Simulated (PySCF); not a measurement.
```xyz
3
charge 1 multiplicity 1, angstrom
La    0.0000   -0.2596    0.0000
F     0.0000    0.9304    1.6721
F     0.0000    0.9304   -1.6721
```

All numbers come from PySCF, PBE0, basis La def2-TZVP with ECP46, F def2-TZVP (scalar-relativistic core potentials, no spin–orbit coupling, density fitting).

This geometry of LaF₂⁺ is a stationary point at this level.

Q: What is the point group?

A: C2v.

Q: Is it a minimum?

A: Yes: all harmonic wavenumbers are real.

Q: What are the dipole moment and the gap between the highest occupied and lowest empty levels?

A: 6.68 D about the centre of mass and 8.33 eV.

Q: Give the atomic charges and bond orders.

A: 
| atom | Mulliken | Löwdin | polar tensor | Mayer order to La1 |
| --- | --- | --- | --- | --- |
| La1 | 1.79 | 1.54 | 2.52 | – |
| F2,3 | -0.39 | -0.27 | -0.76 | 1.01 |

Q: Give the ideal-gas entropy at 298.15 K and 1 bar by parts.

A: translation 173.4, rotation 98.5, vibration 15.5, spin 0.0; total 287.4 J/(mol K).

Other isomers or separated fragments may lie lower.
